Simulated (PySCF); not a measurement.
Species: C₃H₇FOSi.
Atom-mapped SMILES: `[CH3:1][Si@@H:2]1[O:3][CH2:4][C@@H:5]1[F:6]` (hydrogens: H7, H8, H9 on C1; H10 on Si2; H11, H12 on C4; H13 on C5)

The same species was optimised twice, with GFN2-xTB and with PBE0-D3(BJ)/def2-SVP (PySCF), and the same property calculations (PySCF, gas phase) were run on both structures.

```csv
coordinate,GFN2-xTB,PBE0-D3(BJ)/def2-SVP,change
Si2–O3 (Å),1.661,1.698,+0.037
C1–Si2 (Å),1.887,1.858,-0.029
Si2–C5 (Å),1.932,1.911,-0.021
C4–C5 (Å),1.526,1.540,+0.014
O3–C4 (Å),1.430,1.434,+0.004
C5–F6 (Å),1.382,1.380,-0.002
Si2–O3–C4 (°),97.8,94.6,-3.2
Si2–C5–F6 (°),117.6,114.9,-2.7
O3–C4–C5 (°),100.2,102.5,+2.3
C1–Si2–C5 (°),117.4,115.3,-2.1
O3–Si2–C5 (°),77.9,79.7,+1.8
Si2–C5–C4 (°),84.0,83.2,-0.8
C1–Si2–O3 (°),115.0,115.4,+0.4
C4–C5–F6 (°),112.4,112.7,+0.3
```

Rotational constants: A = 3873, B = 2666, C = 1893 MHz (GFN2-xTB) against A = 3758, B = 2805, C = 1932 MHz (PBE0-D3(BJ)/def2-SVP). Point groups within 0.08 Å: C1 and C1.

On the GFN2-xTB structure: HOMO (eV) -7.78 [PBE0/pcSseg-1]; LUMO (eV) 0.19 [PBE0/pcSseg-1]; dipole (D) 1.21 [PBE0/pcSseg-1]; GIAO shielding of C1 (ppm) 187.5 [PBE0/pcSseg-1]; GIAO shielding of Si2 (ppm) 314.5 [PBE0/pcSseg-1]; GIAO shielding of O3 (ppm) 291.2 [PBE0/pcSseg-1]; GIAO shielding of C4 (ppm) 106.2 [PBE0/pcSseg-1]; GIAO shielding of C5 (ppm) 88.8 [PBE0/pcSseg-1]; GIAO shielding of F6 (ppm) 414.7 [PBE0/pcSseg-1].

What do these properties become on the PBE0-D3(BJ)/def2-SVP structure?

```csv
property,level,on GFN2-xTB,on PBE0-D3(BJ)/def2-SVP,change
HOMO (eV),PBE0/pcSseg-1,-7.78,-7.86,-0.08
LUMO (eV),PBE0/pcSseg-1,0.19,0.25,+0.06
dipole (D),PBE0/pcSseg-1,1.21,1.23,+0.02
"energy, GFN2-xTB geometry as zero (kcal/mol)",PBE0/pcSseg-1,0.0,-2.0,-2.0
GIAO shielding of C1 (ppm),PBE0/pcSseg-1,187.5,185.7,-1.8
GIAO shielding of Si2 (ppm),PBE0/pcSseg-1,314.5,309.8,-4.7
GIAO shielding of O3 (ppm),PBE0/pcSseg-1,291.2,288.4,-2.8
GIAO shielding of C4 (ppm),PBE0/pcSseg-1,106.2,104.5,-1.7
GIAO shielding of C5 (ppm),PBE0/pcSseg-1,88.8,91.1,+2.3
GIAO shielding of F6 (ppm),PBE0/pcSseg-1,414.7,417.6,+2.9
```

The heavy atoms differ by 0.052 Å rms after alignment. Among bonds between heavy atoms Si2–O3 changes most (+0.037 Å). Changes are differences of the printed values. Neither structure is proved a minimum here.
